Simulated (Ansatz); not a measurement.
C9H20 can be A, `CCCCCC(C)(C)C`, or B, `CCC(C)(C)C(C)(C)C`.

Calculated with Ansatz (gas phase, PBE0-D4/def2-TZVP geometries, no zero-point term in ΔE). CCSD(T)/CBS adds triple-zeta CCSD(T) − MP2 to the extrapolated MP2 energy (def2 sets, frozen cores). DFT in def2-TZVPP. One conformer a species, not always the lowest.

A:

```xyz
29

C     0.306   -0.638    3.220
C    -0.232   -1.729    2.310
C    -1.382   -1.276    1.415
C    -1.065   -0.111    0.484
C     0.054   -0.411   -0.501
C     0.390    0.688   -1.519
C    -0.813    0.997   -2.407
C     0.841    1.962   -0.808
C     1.532    0.181   -2.396
H     0.758    0.179    2.651
H    -0.491   -0.208    3.834
H     1.072   -1.027    3.895
H    -0.582   -2.569    2.921
H     0.582   -2.129    1.696
H    -2.230   -0.996    2.050
H    -1.720   -2.129    0.815
H    -1.978    0.146   -0.062
H    -0.812    0.772    1.080
H    -0.201   -1.325   -1.054
H     0.972   -0.642    0.052
H    -0.543    1.722   -3.180
H    -1.174    0.094   -2.908
H    -1.642    1.420   -1.836
H     1.688    1.762   -0.145
H     1.157    2.716   -1.534
H     0.038    2.398   -0.209
H     1.244   -0.731   -2.926
H     2.418   -0.045   -1.795
H     1.815    0.928   -3.143
```

B:

```xyz
29

C     2.307   -0.163    1.712
C     0.851   -0.366    1.321
C     0.404    0.286   -0.003
C     1.433   -0.017   -1.095
C     0.363    1.803    0.191
C    -1.014   -0.257   -0.418
C    -1.632    0.596   -1.529
C    -0.930   -1.695   -0.935
C    -1.988   -0.242    0.764
H     2.494   -0.592    2.699
H     2.991   -0.648    1.013
H     2.580    0.894    1.764
H     0.220    0.020    2.127
H     0.659   -1.443    1.276
H     1.672   -1.081   -1.150
H     1.080    0.300   -2.078
H     2.364    0.519   -0.901
H     1.310    2.161    0.600
H    -0.427    2.108    0.882
H     0.205    2.327   -0.754
H    -0.967    0.702   -2.389
H    -2.551    0.122   -1.885
H    -1.895    1.595   -1.179
H    -0.396   -1.755   -1.885
H    -1.938   -2.084   -1.101
H    -0.436   -2.364   -0.227
H    -2.992   -0.498    0.414
H    -1.715   -0.970    1.530
H    -2.049    0.741    1.236
```

(1) Which isomer does CCSD(T)/CBS put lower? Give the gap. (Best estimate.)

(2) Give E(B) − E(A) in kJ/mol with BLYP-D4, B2PLYP, CCSD(T)/def2-SVP, HF/def2-TZVPP, PBE-D4, PBE0-D4, r2SCAN-D4. (An estimate is asked.)

Largest T1 diagnostic: 0.009.

Results:

(1) Ansatz gave: A, by 7.8 kJ/mol.

(2) Computed: BLYP-D4 14.9, B2PLYP 20.7, CCSD(T)/def2-SVP 9.3, HF/def2-TZVPP 42.3, PBE-D4 14.7, PBE0-D4 14.8, r2SCAN-D4 12.2. None reverses the order clearly.

The D4 term adds −16.3 kJ/mol with B3LYP and −9.0 kJ/mol with PBE0; it sums over pairs of atoms, weighted by their polarisabilities, and B3LYP, whose exchange is more repulsive, gets the larger term. Leaving LDA and LC-ωPBE aside and taking each functional with its dispersion term where it has one, the values, not all of them listed here, spread over 11.9 kJ/mol, from ωB97M-V to B2PLYP. LDA lies −23.1 kJ/mol from PBE without D4.

B3LYP here is the variant with VWN-RPA as its local correlation; programs differ in this.
